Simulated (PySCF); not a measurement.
Gas-phase reaction: GeH₂F₂ + 2 F₂ ⇌ GeF₄ + 2 HF

Method: PySCF energies (xtb for GFN2) plus ideal-gas RRHO corrections (1 bar). † marks an energy on the PBE0/def2-TZVP geometry and frequencies; other levels use their own. MP2 and CCSD(T) freeze the core. All species are closed-shell singlets. Ge: all electrons, no relativistic terms. GeH₂F₂: computed as isolated molecules; such fragments, hydroxides, amides, oligomers or adducts are transient or little studied in the gas. MP2 isn't extrapolated to the basis-set limit. CCSD(T) isn't extrapolated to the basis-set limit.

```
level                ΔH°(298 K), kJ
-------------------  --------------
CCSD(T)/def2-TZVPP†           -1181
GFN2-xTB                          ?
MP2/def2-SVP†                 -1196
MP2/def2-TZVPP†                   ?
LDA/def2-TZVP†                -1131
```

Q: Complete the blanks.

A: 
- GFN2-xTB, ΔH°(298 K), kJ: -793
- MP2/def2-TZVPP†, ΔH°(298 K), kJ: -1251
